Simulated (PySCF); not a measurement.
CS$_{2}$, triplet, geometry from GFN2-xTB (a higher spin typed on purpose: for a closed-shell molecule this is an excited state), with bond 3-2 at 2.0 times its length. Base run: PBE0/def2-SVP (PySCF).

Input for PySCF:
```python
from pyscf import gto, scf, dft

mol = gto.M(
    atom='''
S    -1.458793    0.087197    0.139066
C    -0.017193   -0.124188   -0.584844
S     2.947673    0.042934    0.745345
''',
    basis='def2-svp',
    charge=0,
    spin=2,
    verbose=4,
)

mf = dft.UKS(mol)
mf.xc = 'pbe0'
mf.kernel()
```

Variants of this job, named by their change:

```csv
change,ΔE vs base (mEh),SCF cycles,<S^2>,outcome
base,0.000,12,2.004,converged
conv_tol = 1e-11,0.000,26,2.004,converged
conv_tol = 1e-6,0.000,8,2.004,converged
init_guess = huckel,0.000,50,2.004,converged
init_guess = mod_huckel,0.000,45,2.004,converged
diis = off; damp = 0.3 (with mf.diis_start_cycle = 200; with mf.max_cycle = 150),-,150,-,not converged
diis_space = 4,0.000,15,2.004,converged
diis_space = 2,0.000,21,2.004,converged
level_shift = 0.5 (with mf.max_cycle = 100),0.000,32,2.004,converged
conv_tol = 1e-12,-,50,-,not converged
level_shift = 1.0 (with mf.max_cycle = 100),0.000,54,2.004,converged
diis = off (with mf.max_cycle = 100),-,100,-,not converged
init_guess = vsap,-0.367,24,2.004,converged
```

Open shells are given as the SCF converged; they aren't shown to be the lowest states, and a large step between rows can be another state.
